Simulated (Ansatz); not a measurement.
```xyz
10

Si   -0.774   -0.923   -1.348
Si    0.618   -0.286    0.407
C     0.330    1.238    1.349
O     1.326    1.226    0.280
H     0.027   -1.326   -2.534
H    -1.610   -2.077   -0.922
H    -1.651    0.223   -1.704
H     1.483   -1.343    0.990
H    -0.515    1.892    1.145
H     0.765    1.376    2.338
```

Total charge 0; spin multiplicity 1.

(1) List the B3LYP/def2-TZVPP orbital energies in eV (Ansatz). (An estimate is asked.)

Results:

(1) The calculation gave: Occupied: -1799.44, -1799.15, -520.46, -277.91, -143.96, -143.73, -99.31, -99.27, -99.25, -99.04, -99.04, -99.03, -27.66, -17.61, -15.49, -13.76, -12.64, -11.86, -10.55, -9.97, -9.88, -8.88, -7.70, -7.29. Lowest empty: -1.15, -0.22, 0.20, 0.90, 1.10, 1.61, 2.07, 2.24.

B3LYP here is the variant with VWN-RPA as its local correlation; programs differ in this.
